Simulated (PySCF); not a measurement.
# Spin states and ions at one geometry of HgH2

PySCF 2.14.0, RKS BP86, Hg def2-SVP with ECP60, H def2-SVP; non-relativistic Hamiltonian with scalar-relativistic core potentials where named; density fitting; no spin-orbit coupling; singlets restricted, open shells unrestricted. The geometry is relaxed for charge 0, singlet, vacuum:

```xyz
3

Hg    0.0000    0.0000    0.0000
H     0.0000    0.0000    1.6675
H     0.0000    0.0000   -1.6675
```

Energies count from the relaxed state; an electron taken off or put on is at rest in vacuum. Charges and spins are Mulliken's.

Task: Order these states by energy, lowest first.
A. charge -1, doublet, vacuum
B. charge 0, singlet, vacuum
C. charge 0, triplet, vacuum
D. charge +1, doublet, vacuum

Result: B (0.00 eV), A (1.02 eV), C (5.84 eV), D (10.56 eV).

Task: How do charge and spin on the first atom follow?

Result: 
```json
{"state": "charge 0, singlet, vacuum", "spin squared": "0.00", "charge on Hg1 (e)": "0.25", "spin on Hg1 (e)": "0.00", "dipole about the centre of mass (D)": "0.00"}
{"state": "charge 0, triplet, vacuum", "spin squared": "2.01", "charge on Hg1 (e)": "-0.28", "spin on Hg1 (e)": "1.01", "dipole about the centre of mass (D)": "0.00"}
{"state": "charge +1, doublet, vacuum", "spin squared": "0.76", "charge on Hg1 (e)": "0.64", "spin on Hg1 (e)": "0.00", "dipole about the centre of mass (D)": "0.00"}
{"state": "charge -1, doublet, vacuum", "spin squared": "0.75", "charge on Hg1 (e)": "-0.71", "spin on Hg1 (e)": "1.07", "dipole about the centre of mass (D)": "0.00"}
```

With an electron taken off (doublet) the charges change, summed by element, by Hg +0.39 e, H +0.61 e. The vertical ionisation energy is 10.56 eV, against −ε(HOMO) = 7.01 eV of the relaxed state. The level lies 3.6 eV too high, as is usual for semilocal functionals and global hybrids, which keep a self-interaction error.

With an electron put on (doublet) the charges change, summed by element, by Hg -0.96 e, H -0.04 e. The vertical electron affinity is -1.02 eV, against −ε(LUMO) = 1.22 eV of the relaxed state. The basis has no diffuse functions, which an added electron needs. The added electron's level lies above zero.

Open shells may have lower solutions than those found.
